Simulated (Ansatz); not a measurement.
# Worked example: the enthalpy of C3H5Br → C3H4 + HBr

Species: C3H5Br (allyl bromide) `C=CCBr`, singlet; C3H4 (allene) `C=C=C`, singlet; HBr (hydrogen bromide), singlet. 

Shapes, held fixed at every level: PBE0-D4/def2-TZVP. Flexible molecules stand in one conformer, not always the lowest. Programs: Ansatz 0.2.0. The zero-point and thermal terms to 298 K, harmonic and unscaled (PBE0-D4/def2-TZVP), stand in the table.

At MP2/def2-SVP; 1 Eh = 2625.50 kJ/mol:

```
species   energy (Eh)  H(298 K) − E (kJ/mol)  tabulated ΔfH (kJ/mol)
 C3H5Br  -2689.145675                  202.2                   +45.2
   C3H4   -116.168940                  157.3                  +190.2
    HBr  -2572.926148                   24.6                   -35.9
```

Task: Work out the reaction enthalpy at 298 K from the calculation and from the table of heats.

Result: 
1. Electronic: (-116.168940) + (-2572.926148) − [(-2689.145675)] = 0.050587 Eh = +132.8 kJ/mol.
2. Zero-point and thermal: (157.3) + (24.6) − [(202.2)] = -20.3 kJ/mol.
3. Computed ΔH = +112.5 kJ/mol.
4. From the heats of formation (Active Thermochemical Tables, CRC Handbook of Chemistry and Physics): (190.2) + (-35.9) − [(45.2)] = +109.1 kJ/mol.
5. Computed less tabulated: +3.4 kJ/mol. Tabulated heats carry uncertainties of their own.

Relativity is left out for Br unless named. Correlated rows may include outer-core shells of Br, which these sets cover unevenly.
